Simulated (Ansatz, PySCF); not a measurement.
Stretching the O4–H5 bond in AlFH2O (SMILES [OH][AlH][F]) (multiplicity 1 held, fragments rigid). Energies count from the point at 0.958 Å.
Geometry at that point (charge 0, multiplicity 1):
```csv
atom,x (Å),y (Å),z (Å)
Al,-0.2244,-0.3699,0.1214
H,-1.0285,-1.6418,0.5186
F,1.2464,-0.0753,0.8183
O,-0.8547,0.7027,-1.0173
H,-0.4341,1.5074,-1.3228
```

Restricted levels (R-, RO-) in cc, def2 and unpolarised 6-31G sets keep to the state of the molecule at rest. Unrestricted levels (U-) break spin symmetry where that is lower. Active spaces are followed from a long bond inwards. Levels need not reach the same state.

Correlated levels freeze the cores. Rows in 6-31G* carry no dispersion term and start afresh at each structure (6-31G* with six Cartesian d functions).

Programs: Ansatz (a quantum-chemistry and plane-wave program); PySCF for 6-31G* rows. Each number belongs to the level named beside it.

| level | energy at R = 3.066 Å (eV) |
|---|---|
| R-HF/6-31G* | 9.537 |
| U-B3LYP/cc-pV(T+d)Z | 5.464 |
| R-MP2/cc-pV(T+d)Z | 6.497 |
| U-MP2/cc-pV(T+d)Z | 5.759 |
| R-SCS-MP2/cc-pV(T+d)Z | 6.054 |
| U-CCSD(T)/cc-pV(T+d)Z | 5.564 |
| CASSCF(4,3)/cc-pV(T+d)Z | ___ |
| FIC-MRCISD on CASSCF(4,3)/cc-pV(T+d)Z | 5.387 |
| FIC-MRCISD+Q on CASSCF(4,3)/cc-pV(T+d)Z | 5.498 |

Complete the blanks.


- CASSCF(4,3)/cc-pV(T+d)Z, energy at R = 3.066 Å (eV): 4.699

Doubts at one or more of the structures used: a restricted determinant that unrestricted orbitals would lower (R-HF/6-31G*, R-MP2/cc-pV(T+d)Z, R-SCS-MP2/cc-pV(T+d)Z); a spin-contaminated determinant (U-B3LYP/cc-pV(T+d)Z, U-MP2/cc-pV(T+d)Z, U-CCSD(T)/cc-pV(T+d)Z); active orbitals that take no part (CASSCF(4,3)/cc-pV(T+d)Z, FIC-MRCISD on CASSCF(4,3)/cc-pV(T+d)Z, FIC-MRCISD+Q on CASSCF(4,3)/cc-pV(T+d)Z).
